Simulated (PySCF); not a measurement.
PySCF 2.14 output of an unrestricted M06-L calculation on a single atom or ion in def2-SVP, with the non-relativistic Hamiltonian (point nucleus):

```
SCF conv_tol = 1e-09
number electrons alpha = 14  beta = 13
    Y. Zhao and D. G. Truhlar.,  J. Chem. Phys. 125, 194101 (2006)
    Y. Zhao and D. G. Truhlar.,  J. Chem. Phys. 125, 194101 (2006)
    Y. Zhao and D. G. Truhlar.,  Theor. Chem. Acc. 120, 215 (2008)
cycle= 1 E= -1639.15859830274  delta_E= -0.00168  |g|= 0.0522  |ddm|= 0.067
cycle= 2 E= -1639.15856712601  delta_E= 3.12e-05  |g|= 0.0524  |ddm|= 0.0559
cycle= 3 E= -1639.15947682458  delta_E= -0.00091  |g|= 0.000285  |ddm|= 0.0284
cycle= 4 E= -1639.15947687954  delta_E= -5.5e-08  |g|= 4.15e-05  |ddm|= 0.000425
cycle= 5 E= -1639.15947688125  delta_E= -1.7e-09  |g|= 2.37e-06  |ddm|= 0.000105
cycle= 6 E= -1639.15947688125  delta_E= -7.5e-12  |g|= 2.63e-07  |ddm|= 7.16e-06
converged SCF energy = -1639.15947688125  <S^2> = 0.75088519  2S+1 = 2.000885
```

The run itself started from symmetry-adapted Hartree-Fock orbitals and held the occupation by maximum overlap, on a logarithmic radial grid, so the iterations belong to that start.

**Question.** Which element, charge and spin multiplicity is this?

**Answer.** Cu²⁺ (copper, charge +2), multiplicity 2; the state was [Ar] 3d9, 2D determinant.
